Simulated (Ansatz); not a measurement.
Born–Oppenheimer molecular dynamics of AlClH4O2Si (9 atoms, charge 0, multiplicity 1). It goes on from the last frame of an earlier run, with new velocities.

Theory: Ansatz 0.2.0, RKS r2SCAN/STO-3G.

```json
{
  "ensemble": "NVT, Nosé–Hoover chain",
  "time step": "0.5 fs",
  "steps asked": "250",
  "set temperature": "300 K",
  "thermostat": "time constant 300 fs, chain length 3",
  "seed": "823298"
}
```

First frame:

```xyz
9
Properties=species:S:1:pos:R:3
Al 0.081 -0.097 0.212
O 0.127 -0.045 1.904
Si -1.287 -0.634 2.680
H -2.200 -1.310 1.832
H -0.946 -1.498 3.757
H -2.070 0.372 3.265
O 1.501 -0.715 -0.582
H 1.427 -0.545 -1.574
Cl -1.574 0.119 -0.975
```

(1) How far do the bonds stretch over the last three quarters of this one trajectory? (Pairs bonded in most of those frames.)

Results:

(1) 
| bond | mean (Å) | spread (Å) | shortest | longest |
| --- | --- | --- | --- | --- |
| Al1–O2 | 1.673 | 0.034 | 1.62 | 1.75 |
| Al1–O7 | 1.695 | 0.028 | 1.65 | 1.76 |
| Al1–Cl9 | 2.101 | 0.026 | 2.07 | 2.16 |
| O2–Si3 | 1.690 | 0.036 | 1.62 | 1.76 |
| Si3–H4 | 1.458 | 0.027 | 1.41 | 1.50 |
| Si3–H5 | 1.461 | 0.056 | 1.37 | 1.54 |
| Si3–H6 | 1.454 | 0.025 | 1.41 | 1.50 |
| O7–H8 | 1.020 | 0.010 | 1.00 | 1.04 |

Mean temperature of the second half: 311 K. The conserved energy stayed within 0.11 meV per atom of its start (net change -0.02 meV per atom), so the integration is sound. A run of 0.12 ps of so small a system gives no equilibrium averages. Limits of this set-up: minimal basis.

Run time: 15 min on 1 thread of Arm Neoverse V2, with other jobs on the host, peak memory 0.12 GiB.
